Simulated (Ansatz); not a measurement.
Ansatz results at the PBE0-D4/def2-TZVP geometry: size of the dipole moment (PBE/def2-TZVPP) 1.73 D; size of the dipole moment (B3LYP/def2-TZVPP) 2.06 D; size of the dipole moment (ωB97M-V/def2-TZVPP) 2.35 D.

Each molecule was computed in one conformer, which needn't be the lowest.

(1) Which molecule gave them?
A. `[SiH2][SiH2][SiH3]`•
B. `[SiH2]S`•
C. `O[SiH](O)S[SiH2]`•
D. `[NH2][Sn]([NH2])[NH2]`•

Answers

(1) D. The others give `O[SiH](O)S[SiH2]`•: 1.01, 0.98, 0.97; `[SiH2]S`•: 0.81, 0.86, 0.92; `[SiH2][SiH2][SiH3]`•: 0.12, 0.12, 0.12.

B3LYP here is the variant with VWN-RPA as its local correlation; programs differ in this.
